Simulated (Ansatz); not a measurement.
`[CH3][Ge]([F])([SiH3])[Cl]` + `CC(O)(F)CF` → `OC(F)([SiH3])CF` + `[CH3][Ge]([CH3])([F])[Cl]`  (formal exchange of groups at the Si–Ge bond)

Computed with Ansatz on PBE0-D4/def2-TZVP structures; ΔE is electronic, products minus reactants. CCSD(T)/CBS adds triple-zeta CCSD(T) − MP2 to the extrapolated MP2 energy (def2 sets, frozen cores). Functionals use def2-TZVPP. B3LYP here is the variant with VWN-RPA as its local correlation; programs differ in this. For Ge outer-core shells are correlated without core-valence functions, which leaves a few kJ/mol of doubt a bond. Scalar relativity is left out up to krypton. Each species was taken in one conformer, which may not be the lowest.

```
             level  ΔE (kJ/mol)
          B3LYP-D4         26.7
           ωB97M-V         23.2
               PBE         31.3
            r2SCAN         28.9
   CCSD/def2-TZVPP         24.9
CCSD(T)/def2-TZVPP         24.2
    MP2/def2-QZVPP         20.6
SCS-MP2/def2-QZVPP         21.1
```

(1) What does CCSD(T)/CBS give? (Estimate.)

Largest T1 diagnostic among the species: 0.012.

## Answers

(1) The calculation gave: +25.0 kJ/mol. The listed levels differ from it by 1.7, -1.8, 6.3, 3.9, -0.1, -0.8, -4.4, -3.9 kJ/mol.

In def2-TZVPP, CCSD(T) changes the Hartree–Fock value by −5.3 kJ/mol (the triples alone add −0.7 kJ/mol) and MP2 by −9.3 kJ/mol.
